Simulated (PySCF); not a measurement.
## What PySCF settings do for KSb

Base input, run as `OMP_NUM_THREADS=1 python input.py` with PySCF 2.14:

```python
from pyscf import gto, dft

mol = gto.M(
    atom='K 0 0 0; Sb 0 0 3.476',
    basis='def2-svpd',
    ecp={'Sb': 'def2-svpd'},
    charge=0,
    spin=2,
    symmetry=True,
    verbose=4,
)
mf = dft.UKS(mol, xc='tpss')
mf.kernel()
mf.dip_moment()
print('orbital energies (hartree):', [e[max(0, n-3):n+3].round(4) for e, n in zip(mf.mo_energy, mol.nelec)])
```

Base result: E(SCF) = -840.006977 Eh, 12 cycles, ⟨S²⟩ = 2.024, μz(SCF) = -8.96 D. The bond length is a typed value, not an optimised one. No search for the lowest solution was made.

It ran on Arm Neoverse V1 (1 thread, shared host) in 8.1 s.

Each row names what differs from the base; energies in brackets are changes from the base.

| change | result | wall time (s) |
| --- | --- | --- |
| basis set: def2-svpd → tzvp-def2; core potential: on → off [unsound on purpose] | stops with BasisNotFoundError (tzvp-def2) | 0.72 |
| step after the SCF: none → mp2; SCF type: UKS → UHF; functional: tpss → none (Hartree–Fock); frozen orbitals: default → 9 | E(SCF) = -838.360995 Eh, 14 cycles, E(MP2) − E(SCF) = -0.13396 Eh, ⟨S²⟩ = 2.056, μz(SCF) = -10.84 D | 1.4 |
| electric field along z (a.u.): none → 0.2; point-group symmetry: on → off [unsound on purpose] [may be another electronic state] | E(SCF) = -846.184341 Eh, 10 cycles, ⟨S²⟩ = 2.001, μz(SCF) = 125.32 D | 7.2 |
| level shift (hartree): none → 1 | not converged: SCF after 50 cycles | 27 |
| convergence threshold: default → 1e-16 [unsound on purpose] | not converged: SCF after 50 cycles | 27 |
| functional: tpss → wb97 | E(SCF) = -840.118869 Eh, 13 cycles, ⟨S²⟩ = 2.010, μz(SCF) = -11.28 D | 7.1 |
| core potential: on → off [unsound on purpose] | not converged: SCF after 50 cycles | 30 |
| charge: 0 → 1; spin (2S): 2 → 1 [another spin of the ion may lie lower] [spin-contaminated] | E(SCF) = -839.785609 Eh (+6.0237 eV), 10 cycles, ⟨S²⟩ = 1.757 | 7.1 |
| step after the SCF: none → mp2; SCF type: UKS → UHF; functional: tpss → none (Hartree–Fock); frozen orbitals: default → 0 | E(SCF) = -838.360995 Eh, 14 cycles, E(MP2) − E(SCF) = -0.14970 Eh, ⟨S²⟩ = 2.056, μz(SCF) = -10.84 D | 1.6 |
| charge: 0 → 1; spin (2S): 2 → 3 [another spin of the ion may lie lower] [a high spin state] | E(SCF) = -839.809380 Eh (+5.3769 eV), 10 cycles, ⟨S²⟩ = 3.751 | 7.1 |
| functional: tpss → m062x | E(SCF) = -840.012114 Eh, 13 cycles, ⟨S²⟩ = 2.022, μz(SCF) = -10.23 D | 8.6 |
